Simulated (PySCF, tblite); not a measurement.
Isomers of C6H11N2P, one GFN2-xTB conformer each. Single-point energies are computed at PBE0/pcSseg-1 (PySCF, gas phase, no added dispersion term), electronic only.

```csv
SMILES,GFN2-xTB relative energy (kcal/mol)
CC(C)(C)c1n[nH]cp1,2.1
CC(C)Cn1cpcn1,0.0
CCCCn1cpcn1,1.6
CN=P1(NC)C=CC=C1,28.6
```

Conformers: `[CH3:1][CH:2]([CH3:3])[CH2:4][n:5]1[cH:6][p:7][cH:8][n:9]1` with C1–C2–C4–N5 -172°, C2–C4–N5–C6 -103°; `[CH3:1][CH2:2][CH2:3][CH2:4][n:5]1[cH:6][p:7][cH:8][n:9]1` with C1–C2–C3–C4 180°, C2–C3–C4–N5 -64°, C3–C4–N5–C6 -76°; `[CH3:1][N:2]=[P:3]1([NH:4][CH3:5])[CH:6]=[CH:7][CH:8]=[CH:9]1` with N2–P3–N4–C5 -34°.

Question: What does PBE0/pcSseg-1 give for the same structures?

Answer: 
```
            SMILES  PBE0/pcSseg-1 E (Eh)  PBE0/pcSseg-1 (kcal/mol)  GFN2-xTB (kcal/mol)  point group
CC(C)(C)c1n[nH]cp1            -685.51286                       0.0                  2.1           Cs
     CC(C)Cn1cpcn1            -685.50929                       2.2                  0.0           C1
       CCCCn1cpcn1            -685.50709                       3.6                  1.6           C1
  CN=P1(NC)C=CC=C1            -685.44707                      41.3                 28.6           C1
```

GFN2-xTB puts CC(C)Cn1cpcn1 lowest instead; measured from each level's own lowest isomer, the values differ by up to 12.7 kcal/mol (CN=P1(NC)C=CC=C1: 28.6 against 41.3). As drawn, the lowest has an aromatic ring, an N–N linkage and a quaternary carbon, which the highest lacks; the highest has a C=C bond outside aromatic rings, which the lowest lacks. Neighbours under 2.5 kcal/mol apart (CC(C)(C)c1n[nH]cp1 and CC(C)Cn1cpcn1; CC(C)Cn1cpcn1 and CCCCn1cpcn1) can change places with a better method, another conformer or zero-point energy.

Question: Which frontier levels, dipoles and rotational constants go with these structures?

Answer: 
| SMILES | HOMO (eV, PBE0/pcSseg-1) | LUMO (eV) | dipole (D) | A, B, C (MHz) |
| --- | --- | --- | --- | --- |
| CC(C)(C)c1n[nH]cp1 | -6.83 | -0.50 | 2.04 | 2459, 1124, 926.4 |
| CC(C)Cn1cpcn1 | -6.82 | -0.42 | 2.94 | 3566, 764.5, 711.9 |
| CCCCn1cpcn1 | -6.87 | -0.49 | 2.87 | 2846, 738.8, 714.4 |
| CN=P1(NC)C=CC=C1 | -5.76 | -2.01 | 2.99 | 1918, 1260, 974.7 |

Question: What happens when harmonic zero-point energies from GFN2-xTB frequencies are added?

Answer: 
```
            SMILES  ZPE (kcal/mol)  electronic (kcal/mol)  with ZPE (kcal/mol)
CC(C)(C)c1n[nH]cp1           103.2                    0.0                  0.0
     CC(C)Cn1cpcn1           103.8                    2.2                  2.8
       CCCCn1cpcn1           104.0                    3.6                  4.4
  CN=P1(NC)C=CC=C1            99.9                   41.3                 38.0
```

The zero-point energies span 4.1 kcal/mol. The order is unchanged.

Question: As an exercise, what shares would exp(−E/RT) give at 500 K from these electronic energies alone (no entropy, no degeneracies)?

Answer: RT = 0.994 kcal/mol: CC(C)(C)c1n[nH]cp1 88.4 %, CC(C)Cn1cpcn1 9.3 %, CCCCn1cpcn1 2.3 %, CN=P1(NC)C=CC=C1 under 0.1 %.
